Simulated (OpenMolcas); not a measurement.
Nb4+ (d1) in a complex was computed by CASSCF with the d shell active (OpenMolcas, ANO-RCC-VDZP on the metal). Its lowest spin-free states, and all those of the highest spin:

```tsv
2S+1	Degeneracy	E (cm-1)
2	2	0.0
2	1	6277
2	1	6550
2	1	42991
```

Task: Is the site octahedral, tetrahedral or cube-like, axial, or of lower symmetry?

Result: The states with 2S+1 = 2 have orbital degeneracies 2, 1, 1, 1. There are pairs but no triples, so the site is axial: not cubic, but with a proper or improper axis of order three or more. The run had Nb4+ with 5 ligands (fluoride) in square pyramidal coordination (C4v) at 1.93 Å, the axial distance 2.104 Å. A charge of +0.2 e stands 2.8 Å behind each ligand. Ligand basis ANO-RCC-VDZP.

An orbital doublet at a regular site is open to a Jahn-Teller distortion, which this geometry leaves out. The least metal-like active orbital is 66 % on the metal (Löwdin) and no ligand orbital is active, so the numbers are rough. With metal d orbitals alone the field can be off either way by tens of per cent. Ligand-to-metal charge-transfer states are missing. No measured value stands beside these numbers; the geometry was imposed, not optimised, and the real ion may take another.
